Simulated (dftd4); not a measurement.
C4H5, charge -1, singlet, at a GFN2-xTB geometry; D4 for r2scan (dftd4 4.2.0).

The dftd4 input:
```
$ dftd4 mol.xyz --func r2scan --charge -1 --json dftd4.json --noedisp --property

# file mol.xyz
9

C      0.68137789     1.87285781     0.01645036
C      0.62598176     0.50903898     0.00361301
C     -0.52715454    -0.34290368    -0.00222848
C     -0.54674012    -1.68664814    -0.01494501
H     -0.39015689     2.28234825     0.02242338
H      1.58137865    -0.03936154    -0.00345242
H     -1.49125159     0.17262809     0.00454190
H      0.36643243    -2.26759445    -0.02223715
H     -1.46719257    -2.26209020    -0.01861500
```

It wrote (shortened):

```
                    ____  _____ _____     ____  _  _
      -------------|  _ \|  ___|_   _|---|  _ \| || |------------
     |             | | | | |_    | | ___ | | | | || |_           |
     |             | |_| |  _|   | ||___|| |_| |__   _|          |
     |             |____/|_|     |_|     |____/   |_|            |
     |             ===================================           |
     |            E. Caldeweyher, S. Ehlert & S. Grimme          |
     |          Mulliken Center for Theoretical Chemistry        |
     |                    University of Bonn                     |
      -----------------------------------------------------------

Rational (Becke-Johnson) damping: r2scan-D4-ATM
---------------------
  s6         1.0000
  s8         0.6019
  s9         1.0000
  a1         0.5156
  a2         5.7734
 alp        16.0000
--------------------

Atomic data, radii in Ångström:
------------------------------------------------------
   Z          R(cov)      r4/r2   hardness         EN
------------------------------------------------------
   6 C        1.0000     1.6431     0.4220     2.5500
   1 H        0.4267     1.0622     0.4726     2.2000
------------------------------------------------------

Atomic reference systems (in atomic units):
----------------------------------------------------------------------------
   Z        #      CN     q+Z       C6(AA)   #      CN     q+Z       C6(AA)
----------------------------------------------------------------------------
   6 C      1  0.0000  6.0000      49.3833   2  0.9189  5.8288      52.1688
            3  1.9079  5.8579      35.6972   4  2.8312  5.7775      35.8445
            5  3.7487  5.7435      28.6317   6  2.9183  5.8956      32.2504
            7  0.8556  6.2103      25.6194
   1 H      1  0.0000  1.0000       7.6362   2  0.8942  1.0000       3.0374
----------------------------------------------------------------------------

Atomic properties (in atomic units):
----------------------------------------------------------------------------
     #    Z              CN          q      C6(AA)        C8(AA)   alpha(0)
----------------------------------------------------------------------------
     1    6 C        1.8959    -0.4016     44.9703     1300.6184    10.8180
     2    6 C        2.8876    -0.1937     34.8802     1008.7955     9.6520
     3    6 C        2.8870    -0.2117     35.4344     1024.8249     9.7283
     4    6 C        2.8357    -0.3556     40.2794     1164.9490    10.3674
     5    1 H        0.9127     0.0423      2.4211       29.2674     2.4339
     6    1 H        0.9230     0.0415      2.4295       29.3689     2.4376
     7    1 H        0.9241     0.0392      2.4594       29.7296     2.4525
     8    1 H        0.9254     0.0274      2.6232       31.7101     2.5328
     9    1 H        0.9250     0.0122      2.8542       34.5030     2.6420
----------------------------------------------------------------------------

Molecular properties (in atomic units):
----------------------------------------
 molecular C6                1082.1950
 molecular C8               26156.9148
----------------------------------------

Dispersion energy:      -1.6080959637461E-03 Eh

[Info] JSON dump of results written to 'dftd4.json'
```
